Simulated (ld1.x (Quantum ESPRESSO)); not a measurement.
**Transferability test, TM potential for Se (Z = 34)**

- Element: selenium
- Generator: ld1.x (Quantum ESPRESSO) 7.5
- Type: norm-conserving Troullier–Martins (Kleinman–Bylander form)
- Functional: PBE
- Relativity: scalar-relativistic
- Frozen core: [Ar]
- Valence charge: 16
- Reference configuration: 3d10 4s2 4p2.5 (charge +1.5)
- Partial waves: 4p (bound): rc 1.40 bohr; 3d (bound): rc 1.05 bohr; 4f channel at 0.1 Ry: rc 1.75 bohr; 4s (bound): rc 1.60 bohr
- Local potential: the s channel
- Core correction: none

Energies are relative to the spin-unpolarised reference configuration 3d10 4s2 4p2.5; without spin polarisation the order of configurations can differ from experiment.

**Question.** Give the all-electron excitation energy and the error of the potential for: 3d10 4s2 4p4; 3d10 4s2 4p3; 3d10 4s2 4p2; 3d10 4s2 4p3.5; 3d10 4s2 4p0; 3d9 4s2 4p4; 3d10 4s1 4p4.

**Answer.**

| valence configuration | charge | ΔE all-electron (eV) | error AE − PS (meV) |
| --- | --- | --- | --- |
| 3d10 4s2 4p4 | 0 | -19.761 | +1.7 |
| 3d10 4s2 4p3 | +1 | -8.916 | +1.3 |
| 3d10 4s2 4p2 | +2 | 11.432 | -1.5 |
| 3d10 4s2 4p3.5 | +0.5 | -15.452 | +1.8 |
| 3d10 4s2 4p0 | +4 | 84.484 | +35 |
| 3d9 4s2 4p4 | +1 | 44.330 | -1044 |
| 3d10 4s1 4p4 | +1 | 2.621 | +0.5 |

Levels in the configuration 3d10 4s1 4p4:

```tsv
level	all-electron (eV)	pseudo (eV)
3d	-65.216	-65.286
4s	-27.713	-27.711
4p	-16.091	-16.090
```

Note: ghost state, extra bound levels that the all-electron valence spectrum of the same l lacks: p at -546.1 eV. A true bound ghost makes a file unfit for plane-wave use.
